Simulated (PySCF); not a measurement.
Bonds (- single, = double, # triple, : aromatic): C1-C2, C2:C3, C3:C4, C4-F5, C4:C6, C6-C7, C6:N8, N8:N9, N9:C2. C1 carries H10, H11, H12; C3 carries H13; C7 carries H14, H15, H16.

Computational details: coordinates at the GFN2-xTB level, GIAO PBE0/pcSseg-1 shieldings, in PySCF (non-relativistic, a single conformation, equivalent nuclei averaged, isolated molecule).

Shifts are taken against calculated references (same method and geometry level): 13C (186.93 ppm) and 1H (31.72 ppm) against TMS; CFCl3 for 19F (170.95 ppm); 15N (267.73 ppm) against NH3.

```csv
atoms,nucleus,count,Hirshfeld charge,δ (ppm)
C6,13C,1,0.05,153.0
C3,13C,1,-0.06,?
N9,15N,1,-0.12,444.5
N8,15N,1,-0.10,?
H10/H11/H12,1H,3,0.05,?
C1,13C,1,-0.12,?
H13,1H,1,0.07,7.01
C2,13C,1,0.07,163.8
H14/H15/H16,1H,3,0.05,2.94
C4,13C,1,0.09,171.9
C7,13C,1,-0.12,19.9
F5,19F,1,-0.07,-127.0
```

Fill in the missing shifts.

Answers


- C3: 115.6 ppm, aromatic CH
- C1: 24.7 ppm, methyl carbon on an aromatic ring; aliphatic region, no heteroatom directly attached
- H10/H11/H12: 2.94 ppm, hydrogen on a methyl carbon on an aromatic ring; benzylic-type position, deshielded by the ring
- N8: 466.0 ppm, pyridine-type ring nitrogen

Shifts are as computed. Against solution values, carbons near 30 ppm lie about +3 ppm off and those near 130 ppm about +5 ppm. Of 1211 compounds with measured shifts, 218 miss one by over three times the rms of a fit or turn the order of signals round; such compounds aren't used in these exercises. Unscaled 19F shifts against computed CFCl3 carry errors that often reach 10 to 50 ppm. Experimental scales use liquid or dissolved standards, which lie at an offset from isolated NH3 (liquid NH3: subtract about 20 ppm). Unscaled 15N shifts of sp2 nitrogen come out 20 to 40 ppm too high even then.
